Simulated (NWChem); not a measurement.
Molecule: SiHCl₃; SMILES Cl[SiH](Cl)Cl

Computed with NWChem. The geometry was optimised at PBE0/def2-SVP. Level SCAN/def2-SVP: energy and gradient on several grids; changes count from the extra-fine grid, which is no exact limit either.

```
grid     size of the energy change (μHa)  largest change of a gradient component (μHa/bohr)
-------  -------------------------------  -------------------------------------------------
xcoarse                            20000                                               1000
coarse                             10000                                                500
medium                              2000                                                700
fine                                 900                                                600
xfine                               < 10                                               < 30
```
